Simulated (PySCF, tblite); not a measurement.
C₂H₆O₂Si.
SMILES with atom numbers: `[CH3:1][C:2](=[O:3])[O:4][SiH3:5]` (hydrogens: H6, H7, H8 on C1; H9, H10, H11 on Si5)

Computed with GFN2-xTB (tblite), gas phase: Langevin dynamics at 600 K from the optimised GFN2-xTB geometry, time step 0.5 fs, friction 0.01 fs⁻¹, 2000 steps. Over the second half of the run the saved frames average 620 K.

Frame at 250 fs, instantaneous temperature 604 K:
```
atom  x, y, z in Å
C1     -1.527   -1.694    0.267
C2     -0.749   -0.622   -0.227
O3     -1.103    0.168   -1.074
O4      0.439   -0.869    0.266
Si5     1.816   -0.064    0.284
H6     -1.562   -1.676    1.371
H7     -1.091   -2.658    0.146
H8     -2.487   -1.722   -0.100
H9      1.879    0.173    1.712
H10     1.738    1.234   -0.348
H11     2.868   -0.884   -0.202
```

Frame at 425 fs, instantaneous temperature 828 K:
```
atom  x, y, z in Å
C1     -1.167   -2.518    0.041
C2     -0.364   -1.173    0.011
O3     -0.786   -0.280   -0.714
O4      0.682   -1.193    0.776
Si5     2.024   -0.299    0.574
H6     -1.676   -2.260    0.935
H7     -0.446   -3.372    0.267
H8     -1.901   -2.808   -0.640
H9      2.439   -0.238    2.003
H10     1.593    1.038    0.128
H11     2.938   -1.082   -0.366
```

Frame at 625 fs, instantaneous temperature 721 K:
```
atom  x, y, z in Å
C1     -0.361   -2.711    0.518
C2      0.247   -1.548   -0.037
O3     -0.444   -0.864   -0.761
O4      1.597   -1.460    0.027
Si5     2.211   -0.252    0.987
H6     -0.867   -2.409    1.433
H7      0.394   -3.337    0.846
H8     -1.257   -3.122    0.070
H9      2.181   -1.007    2.171
H10     1.468    0.910    0.563
H11     3.530   -0.268    0.543
```

Frame at 800 fs, instantaneous temperature 708 K:
```
atom  x, y, z in Å
C1     -0.665   -2.009    0.935
C2     -0.457   -1.272   -0.299
O3     -1.187   -1.339   -1.228
O4      0.777   -0.739   -0.478
Si5     2.062   -0.157    0.249
H6      0.229   -1.951    1.497
H7     -0.798   -3.059    0.739
H8     -1.651   -1.722    1.518
H9      2.388   -1.177    1.275
H10     1.776    1.192    0.632
H11     3.019   -0.261   -0.837
```

Frame at 1000 fs, instantaneous temperature 650 K:
```
atom  x, y, z in Å
C1     -1.148   -1.830    1.055
C2     -0.836   -1.132   -0.193
O3     -1.307   -1.167   -1.290
O4      0.374   -0.430   -0.128
Si5     1.869   -0.638   -0.720
H6     -0.739   -2.843    1.210
H7     -2.277   -1.844    1.333
H8     -0.574   -1.384    1.845
H9      2.344   -1.945   -0.122
H10     2.347    0.726   -0.147
H11     2.166   -0.866   -2.079
```

**Question.** What do single points at PBE0/def2-SVPD (PySCF, gas phase, TDDFT, vertical, frozen core in the response) give on these frames?

**Answer.** 
```json
{"t (fs)": "250", "GFN2-xTB E above start (eV)": "0.72", "DFT E above lowest frame (eV)": "0.14", "HOMO (eV)": "-8.30", "LUMO (eV)": "-0.30", "dipole (D)": "2.59", "S1 (eV)": "5.73", "f(S1)": "0.001"}
{"t (fs)": "425", "GFN2-xTB E above start (eV)": "0.68", "DFT E above lowest frame (eV)": "0.00", "HOMO (eV)": "-7.82", "LUMO (eV)": "-0.24", "dipole (D)": "2.40", "S1 (eV)": "5.51", "f(S1)": "0.001"}
{"t (fs)": "625", "GFN2-xTB E above start (eV)": "1.16", "DFT E above lowest frame (eV)": "0.68", "HOMO (eV)": "-7.82", "LUMO (eV)": "-0.57", "dipole (D)": "3.16", "S1 (eV)": "5.04", "f(S1)": "0.000"}
{"t (fs)": "800", "GFN2-xTB E above start (eV)": "0.66", "DFT E above lowest frame (eV)": "0.09", "HOMO (eV)": "-8.14", "LUMO (eV)": "-0.41", "dipole (D)": "3.64", "S1 (eV)": "5.48", "f(S1)": "0.001"}
{"t (fs)": "1000", "GFN2-xTB E above start (eV)": "0.88", "DFT E above lowest frame (eV)": "0.29", "HOMO (eV)": "-8.14", "LUMO (eV)": "-0.82", "dipole (D)": "2.66", "S1 (eV)": "5.11", "f(S1)": "0.000"}
```

The two levels order the frames alike by energy but for pairs within 0.08 eV at one level; measured from each level's lowest frame they differ by 0.18 eV at most. The HOMO–LUMO gap runs from 7.25 to 8.00 eV. These are instantaneous structures, not minima.

What follows is the cost of the whole dynamics run. The run took about 20 s of CPU time (one thread, shared machine).
